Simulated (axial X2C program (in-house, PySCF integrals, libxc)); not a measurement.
## Bond lengths and stretching modes, held linear, of TiOH

Calculated with an axial X2C code built on PySCF integrals: two-component X2C with atomic mean-field Coulomb and Gaunt terms, Gaussian nuclei, basis Ti dyall-v3z, O dyall-av3z, H dyall-v3z with contracted cores. Spin-free rows use the one-electron spin-free X2C Hamiltonian.

Masses Ti 47.948, O 15.995, H 1.008 u. States: 2c Ω = 3/2 (beyond evenly filled blocks: ω = 1/2, ω = -3/2, ω = 5/2); spin-free M_S = 3/2, Λ = 0 (beyond evenly filled blocks: σα, δ+α, δ-α).

MP2, 2c: energies above the lowest point

| r(Ti–O) (Å) | r(O–H) (Å) | E (meV) |
| --- | --- | --- |
| 1.7443 | 0.9272 | 67.11 |
| 1.7443 | 0.9510 | 44.67 |
| 1.7443 | 0.9748 | 54.20 |
| 1.7890 | 0.9272 | 21.83 |
| 1.7890 | 0.9510 | 0.00 |
| 1.7890 | 0.9748 | 10.12 |
| 1.7890 | 0.9986 | 47.40 |
| 1.8337 | 0.9272 | 30.68 |
| 1.8337 | 0.9510 | 9.27 |
| 1.8337 | 0.9748 | 19.83 |
| 1.8784 | 0.9510 | 61.87 |
| 1.8784 | 0.9986 | 110.70 |

Fit a quadratic surface with cubic terms in each bond: where is the minimum, and what are the two stretching wavenumbers?

At MP2, 2c: bonds 1.803 and 0.955 Å; harmonic stretches 740.8 and 3974.1 cm⁻¹; force constants 4.06, 8.82 and coupling 0.06 mdyn/Å.

The other levels and Hamiltonians give:

```tsv
Hamiltonian	level	r(Ti–O) (Å)	r(O–H) (Å)	lower stretch (cm⁻¹)	upper stretch (cm⁻¹)
2c	PBE0	1.788	0.951	756.9	4025.6
2c	HF	1.847	0.932	715.3	4272.2
2c	TPSSh	1.788	0.955	756.9	3945.4
spin-free	PBE0	1.788	0.951	756.9	4025.2
spin-free	HF	1.847	0.932	715.3	4272.1
spin-free	TPSSh	1.788	0.955	756.9	3945.2
spin-free	MP2	1.803	0.955	740.8	3972.9
```

Each state is one determinant, the lowest of a limited PBE0 search; the stretches come from a fit to these few points and carry an uncertainty of a few per cent. Other orders of the atoms were not compared. MP2 freezes inner shells (threshold -2 hartree). The molecule was held linear; bending was not examined, so a bent shape may lie lower. Note: several unpaired electrons, one determinant need not be a pure state.
